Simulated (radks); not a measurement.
Problem. Fe6+, 20 electrons, occupied as [Ar] 3d2. All-electron calculation, non-relativistic Kohn-Sham, TPSS, spin-polarised, spherical densities, point nucleus; open shells are filled with parallel spins first; meta-GGA in the generalised Kohn-Sham scheme. Program: a radial shooting solver on a logarithmic mesh with Libxc functionals. Some entries of the table are withheld. Estimate them.

orbital,occ.,eigenvalue (eV),<r^2> (bohr^2)
1s down,1,-7062.804,0.004685
1s up,1,-7062.800,0.004685
2s up,1,-928.1804,0.08575
2s down,1,-926.7104,0.08554
2p up,3,-815.5812,0.06878
2p down,3,-814.4196,0.06857
3s up,1,-201.3254,(1)
3s down,1,-198.1601,(2)
3p up,3,-167.3342,0.7347
3p down,3,-164.1385,0.7420
3d up,2,-112.0399,(3)
3d down,0,-108.7406,(4)

Solution. 
(1) 3s up <r^2> (bohr^2): 0.6919
(2) 3s down <r^2> (bohr^2): 0.6964
(3) 3d up <r^2> (bohr^2): 0.8012
(4) 3d down <r^2> (bohr^2): 0.8209
